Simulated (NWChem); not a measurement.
Program: NWChem. System: F4Ti, charge 0, spin multiplicity 1, displaced from the optimised geometry. The structure started from a generated list of species. Level: BLYP/def2-SVP.

Input file:

```
start mol
memory heap 200 mb stack 900 mb global 1100 mb
geometry units angstroms nocenter noautoz
  Ti     0.000000     0.000000    -0.000001
  F      1.452743     0.000000     1.027265
  F     -1.452743     0.000000     1.027265
  F      0.000000    -1.452741    -1.027264
  F      0.000000     1.452741    -1.027264
  symmetry group C2v
end
basis spherical
  * library def2-svp
end
dft
  xc becke88 lyp
  semidirect memsize 60000000 filesize 0
  iterations 100
  grid medium
end
task dft gradient
```

Part of the output:

```
             Northwest Computational Chemistry Package (NWChem) 7.3.0
             --------------------------------------------------------

                                NWChem Input Module
                                -------------------

 Scaling coordinates for geometry "geometry" by  1.889725989
 (inverse scale =  0.529177249)

 Turning off AUTOSYM since
 SYMMETRY directive was detected!

                             Geometry "geometry" -> ""
                             -------------------------

 Output coordinates in angstroms (scale by  1.889725989 to convert to a.u.)

  No.       Tag          Charge          X              Y              Z
 ---- ---------------- ---------- -------------- -------------- --------------
    1 Ti                  22.0000     0.00000000     0.00000000    -0.00000100
    2 F                    9.0000     1.45274300     0.00000000     1.02726500
    3 F                    9.0000    -1.45274300     0.00000000     1.02726500
    4 F                    9.0000     0.00000000    -1.45274100    -1.02726400
    5 F                    9.0000     0.00000000     1.45274100    -1.02726400

 Effective nuclear repulsion energy (a.u.)     324.0681808661

            Nuclear Dipole moment (a.u.)
            ----------------------------
        X                 Y               Z
 ---------------- ---------------- ----------------
     0.0000000000     0.0000000000    -0.0000075589

      Symmetry information
      --------------------

 Group name             C2v
 Group number             16
 Group order               4
 No. of unique centers     3

      Symmetry unique atoms

     1    2    4


 Summary of "ao basis" -> "" (spherical)
 ------------------------------------------------------------------------------
       Tag                 Description            Shells   Functions and Types
 ---------------- ------------------------------  ------  ---------------------
 *                          def2-svp                  on all atoms

                                 NWChem DFT Module
                                 -----------------

 Summary of "ao basis" -> "ao basis" (spherical)
 ------------------------------------------------------------------------------
       Tag                 Description            Shells   Functions and Types
 ---------------- ------------------------------  ------  ---------------------
 Ti                         def2-svp                11       31   5s3p2d1f
 F                          def2-svp                 6       14   3s2p1d

 Summary of "ao basis" -> "ao basis" (spherical)
 ------------------------------------------------------------------------------
       Tag                 Description            Shells   Functions and Types
 ---------------- ------------------------------  ------  ---------------------
 Ti                         def2-svp                11       31   5s3p2d1f
 F                          def2-svp                 6       14   3s2p1d

      Symmetry analysis of basis
      --------------------------

        a1         34
        a2         11
        b1         21
        b2         21

            General Information
            -------------------
          SCF calculation type: DFT
          Wavefunction type:  closed shell.
          No. of atoms     :     5
          No. of electrons :    58
           Alpha electrons :    29
            Beta electrons :    29
          Charge           :     0
          Spin multiplicity:     1
          Use of symmetry is: on ; symmetry adaption is: on
          Maximum number of iterations: 100
          AO basis - number of functions:    87
                     number of shells:    35
          Convergence on energy requested:  1.00D-06
          Convergence on density requested:  1.00D-05
          Convergence on gradient requested:  5.00D-04

              XC Information
              --------------
                    Becke 1988 Exchange Functional  1.000
              Lee-Yang-Parr Correlation Functional  1.000

             Grid Information
             ----------------
          Grid used for XC integration:  medium
          Radial quadrature: Mura-Knowles
          Angular quadrature: Lebedev.
          Tag              B.-S. Rad. Rad. Pts. Rad. Cut. Ang. Pts.
          ---              ---------- --------- --------- ---------
          Ti                  1.40      112          10.0       590
          F                   0.50       49           7.0       434
          Grid pruning is: on
          Number of quadrature shells:   210
          Spatial weights used:  Erf1

          Convergence Information
          -----------------------
          Convergence aids based upon iterative change in
          total energy or number of iterations.
          Levelshifting, if invoked, occurs when the
          HOMO/LUMO gap drops below (HL_TOL):  1.00D-02
          DIIS, if invoked, will attempt to extrapolate
          using up to (NFOCK): 10 stored Fock matrices.

                    Damping( 0%)  Levelshifting(0.5)       DIIS
                  --------------- ------------------- ---------------
          dE  on:    start            ASAP                start
          dE off:    2 iters        100 iters           100 iters

      Screening Tolerance Information
      -------------------------------
          Density screening/tol_rho:  1.00D-10
          AO Gaussian exp screening on grid/accAOfunc:  14
          CD Gaussian exp screening on grid/accCDfunc:  20
          XC Gaussian exp screening on grid/accXCfunc:  20
          Schwarz screening/accCoul:  1.00D-08
[...]
 d= 0,ls=0.5,diis    27  -1248.7316523817 -3.30D-04  8.26D-05  1.73D-03     2.4
 d= 0,ls=0.5,diis    28  -1248.7317801398 -1.28D-04  5.50D-05  7.24D-04     2.5
 d= 0,ls=0.5,diis    29  -1248.7318354955 -5.54D-05  3.42D-05  2.79D-04     2.5
 d= 0,ls=0.5,diis    30  -1248.7318566952 -2.12D-05  2.11D-05  1.13D-04     2.6
 d= 0,ls=0.5,diis    31  -1248.7318649600 -8.26D-06  1.38D-05  4.83D-05     2.7
 d= 0,ls=0.5,diis    32  -1248.7318685127 -3.55D-06  9.14D-06  2.04D-05     2.7
 d= 0,ls=0.5,diis    33  -1248.7318700362 -1.52D-06  5.97D-06  8.53D-06     2.8
 d= 0,ls=0.5,diis    34  -1248.7318706750 -6.39D-07  3.93D-06  3.57D-06     2.8

         Total DFT energy =    -1248.731870945825
      One electron energy =    -2366.314301125478
           Coulomb energy =      877.421601266826
    Exchange-Corr. energy =      -83.907351953281
 Nuclear repulsion energy =      324.068180866108

 Numeric. integr. density =       57.999996616355

     Total iterative time =      2.6s

                  Occupations of the irreducible representations
                  ----------------------------------------------

                     irrep           alpha         beta
                     --------     --------     --------
                     a1               13.0         13.0
                     a2                2.0          2.0
                     b1                7.0          7.0
                     b2                7.0          7.0

                       DFT Final Molecular Orbital Analysis
                       ------------------------------------

 Vector   27  Occ=2.000000D+00  E=-3.617268D-01  Symmetry=a2
              MO Center= -1.2D-13,  1.1D-14,  9.9D-06, r^2= 3.6D+00
   Bfn.  Coefficient  Atom+Function         Bfn.  Coefficient  Atom+Function
  ----- ------------  ---------------      ----- ------------  ---------------
    36      0.340507  2 F  py                50     -0.340507  3 F  py
    63      0.340506  4 F  px                77     -0.340506  5 F  px
    39     -0.234310  2 F  py                53      0.234310  3 F  py
    66     -0.234310  4 F  px                80      0.234310  5 F  px
    26     -0.026156  1 Ti f -2

 Vector   28  Occ=2.000000D+00  E=-3.617265D-01  Symmetry=b2
              MO Center=  2.0D-14, -5.5D-14, -5.1D-01, r^2= 3.3D+00
   Bfn.  Coefficient  Atom+Function         Bfn.  Coefficient  Atom+Function
  ----- ------------  ---------------      ----- ------------  ---------------
    65      0.340499  4 F  pz                79     -0.340499  5 F  pz
    36      0.240776  2 F  py                50      0.240776  3 F  py
    64     -0.240784  4 F  py                78     -0.240784  5 F  py
    68     -0.234304  4 F  pz                82      0.234304  5 F  pz
    39     -0.165683  2 F  py                53     -0.165683  3 F  py

 Vector   29  Occ=2.000000D+00  E=-3.617259D-01  Symmetry=b1
              MO Center=  1.9D-14, -2.0D-14,  5.1D-01, r^2= 3.3D+00
   Bfn.  Coefficient  Atom+Function         Bfn.  Coefficient  Atom+Function
  ----- ------------  ---------------      ----- ------------  ---------------
    37      0.340514  2 F  pz                51     -0.340514  3 F  pz
    35     -0.240783  2 F  px                49     -0.240783  3 F  px
    63      0.240756  4 F  px                77      0.240756  5 F  px
    40     -0.234314  2 F  pz                54      0.234314  3 F  pz
    38      0.165688  2 F  px                52      0.165688  3 F  px

 Vector   30  Occ=0.000000D+00  E=-1.518589D-01  Symmetry=a2
              MO Center= -1.1D-15, -4.3D-15,  1.8D-05, r^2= 1.1D+00
   Bfn.  Coefficient  Atom+Function         Bfn.  Coefficient  Atom+Function
  ----- ------------  ---------------      ----- ------------  ---------------
    15      0.820584  1 Ti d -2              20      0.267236  1 Ti d -2
    36      0.167072  2 F  py                50     -0.167072  3 F  py
    63     -0.167057  4 F  px                77      0.167057  5 F  px
    39     -0.125513  2 F  py                53      0.125513  3 F  py
    66      0.125503  4 F  px                80     -0.125503  5 F  px

 Vector   31  Occ=0.000000D+00  E=-1.518584D-01  Symmetry=a1
              MO Center= -1.6D-15,  4.3D-16,  1.0D-05, r^2= 1.1D+00
   Bfn.  Coefficient  Atom+Function         Bfn.  Coefficient  Atom+Function
  ----- ------------  ---------------      ----- ------------  ---------------
    17      0.820584  1 Ti d  0              22      0.267237  1 Ti d  0
    37      0.136409  2 F  pz                51      0.136409  3 F  pz
    65     -0.136402  4 F  pz                79     -0.136402  5 F  pz
    40     -0.102478  2 F  pz                54     -0.102478  3 F  pz
    68      0.102474  4 F  pz                82      0.102474  5 F  pz

 Vector   32  Occ=0.000000D+00  E=-1.075743D-01  Symmetry=a1
              MO Center=  4.4D-11, -3.8D-11, -2.7D-07, r^2= 1.3D+00
   Bfn.  Coefficient  Atom+Function         Bfn.  Coefficient  Atom+Function
  ----- ------------  ---------------      ----- ------------  ---------------
    19      0.797566  1 Ti d  2              24      0.301340  1 Ti d  2
    37     -0.172816  2 F  pz                51     -0.172816  3 F  pz
    65     -0.172815  4 F  pz                79     -0.172815  5 F  pz
    14     -0.162629  1 Ti pz                11      0.159417  1 Ti pz
    40      0.148944  2 F  pz                54      0.148944  3 F  pz

 center of mass
 --------------
 x =   0.00000000 y =   0.00000000 z =  -0.00000012

 moments of inertia (a.u.)
 ------------------
         572.743490259057           0.000000000000           0.000000000000
           0.000000000000         572.744278743590           0.000000000000
           0.000000000000           0.000000000000         572.732298374808

     Multipole analysis of the density
     ---------------------------------

     L   x y z        total         alpha         beta         nuclear
     -   - - -        -----         -----         ----         -------
     0   0 0 0     -0.000000    -29.000000    -29.000000     58.000000

     1   1 0 0     -0.000000     -0.000000     -0.000000      0.000000
     1   0 1 0     -0.000000     -0.000000     -0.000000      0.000000
     1   0 0 1      0.000141      0.000074      0.000074     -0.000008

     2   2 0 0    -27.600421    -81.629577    -81.629577    135.658734
     2   1 1 0      0.000000      0.000000      0.000000      0.000000
     2   1 0 1      0.000000      0.000000      0.000000      0.000000
     2   0 2 0    -27.601016    -81.629688    -81.629688    135.658360
     2   0 1 1     -0.000000     -0.000000     -0.000000      0.000000
     2   0 0 2    -27.600927    -81.632482    -81.632482    135.664036

            General Information
            -------------------
          SCF calculation type: DFT
          Wavefunction type:  closed shell.
          No. of atoms     :     5
          No. of electrons :    58
           Alpha electrons :    29
            Beta electrons :    29
          Charge           :     0
          Spin multiplicity:     1
          Use of symmetry is: on ; symmetry adaption is: on
          Maximum number of iterations: 100
          AO basis - number of functions:    87
                     number of shells:    35
          Convergence on energy requested:  1.00D-06
          Convergence on density requested:  1.00D-05
          Convergence on gradient requested:  5.00D-04

              XC Information
              --------------
                    Becke 1988 Exchange Functional  1.000
              Lee-Yang-Parr Correlation Functional  1.000

             Grid Information
             ----------------
          Grid used for XC integration:  medium
          Radial quadrature: Mura-Knowles
          Angular quadrature: Lebedev.
          Tag              B.-S. Rad. Rad. Pts. Rad. Cut. Ang. Pts.
          ---              ---------- --------- --------- ---------
          Ti                  1.40      112          10.0       590
          F                   0.50       49           7.0       434
          Grid pruning is: on
          Number of quadrature shells:   210
          Spatial weights used:  Erf1

          Convergence Information
          -----------------------
          Convergence aids based upon iterative change in
          total energy or number of iterations.
          Levelshifting, if invoked, occurs when the
          HOMO/LUMO gap drops below (HL_TOL):  1.00D-02
          DIIS, if invoked, will attempt to extrapolate
          using up to (NFOCK): 10 stored Fock matrices.

                    Damping( 0%)  Levelshifting(0.5)       DIIS
                  --------------- ------------------- ---------------
          dE  on:    start            ASAP                start
          dE off:    2 iters        100 iters           100 iters

      Screening Tolerance Information
      -------------------------------
          Density screening/tol_rho:  1.00D-10
          AO Gaussian exp screening on grid/accAOfunc:  14
          CD Gaussian exp screening on grid/accCDfunc:  20
          XC Gaussian exp screening on grid/accXCfunc:  20
          Schwarz screening/accCoul:  1.00D-08

                            NWChem DFT Gradient Module
                            --------------------------

  charge          =   0.00
  wavefunction    = closed shell

  Using symmetry

                         DFT ENERGY GRADIENTS

    atom               coordinates                        gradient
                 x          y          z           x          y          z
   1 Ti      0.000000   0.000000  -0.000002    0.000000   0.000000  -0.000009
   2 F       2.745286   0.000000   1.941249    0.013282   0.000000   0.009394
   3 F      -2.745286   0.000000   1.941249   -0.013282   0.000000   0.009394
   4 F       0.000000  -2.745282  -1.941247    0.000000  -0.013274  -0.009390
   5 F       0.000000   2.745282  -1.941247    0.000000   0.013274  -0.009390

                 ----------------------------------------
                 |  Time  |  1-e(secs)   |  2-e(secs)   |
                 ----------------------------------------
                 |  CPU   |       0.00   |       0.80   |
                 ----------------------------------------
                 |  WALL  |       0.00   |       0.80   |
                 ----------------------------------------

 Task  times  cpu:        3.8s     wall:        3.8s

 Total times  cpu:        3.8s     wall:        3.8s
```
